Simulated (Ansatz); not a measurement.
Job for Ansatz (an electronic-structure program): R-PBE0/def2-TZVPP on H2SSe2 (SMILES S[Se][SeH]), a point of a torsion scan.

Ansatz 0.2 input:
```yaml
crystal:
  periodic: [false, false, false]
  atoms:
    - {symbol: S, position_ang: [1.74189126, -0.22378537, -0.03162270]}
    - {symbol: Se, position_ang: [-0.08319206, -1.05862333, -0.81782728]}
    - {symbol: Se, position_ang: [-1.61374349, -0.67708820, 0.96331746]}
    - {symbol: H, position_ang: [1.57833818, 1.03702662, -0.45444318]}
    - {symbol: H, position_ang: [-2.68542953, -1.29394660, 0.21473523]}
basis:
  gaussian:
    orbitals: def2-TZVPP
hamiltonian:
  xc: {name: PBE0}
scf: {lower_state_search: off}
```

Output:

```
WARN ansatz: RAYON_NUM_THREADS=1 ignored (pool sized by the plan → 1); use --threads N
Functional definition: PBE0
these checks for a lower state are left out or cut short: stability, starts, cluster_reference, orbital_swaps, neighbouring_geometries, increment
integrals: 0.10 GiB planned
1257 factors; their error is unknown
mean field: 0.93 GiB planned
mean field evaluation 1: about -141547.6460 eV, gradient 1.4e1 eV
mean field evaluation 2: about -141547.6008 eV, gradient 1.4e1 eV
mean field evaluation 4: about -141548.0163 eV, gradient 6.2e-1 eV
mean field evaluation 8: about -141548.8537 eV, gradient 5.7e-1 eV
mean field evaluation 16: about -141548.8540 eV, gradient 3.6e-5 eV
mean field -141548.85403422 eV, -5201.8244404984 hartree, gradient 1.8e-6 eV, S^2 0.000000; 0 other end points of the search recorded, 0 dependent functions left out
reference -141548.85405855 eV, -5201.8244413923 hartree; 43, 43 occupied and 123, 123 virtual orbitals, 1257 factors
Total energy: -141548.85405855 eV, -5201.8244413923 hartree
Checks for a lower state left out: stability, starts, cluster_reference, orbital_swaps, neighbouring_geometries, increment
```

The calculation finished and met its thresholds.

Cost: roughly 3 core-seconds.
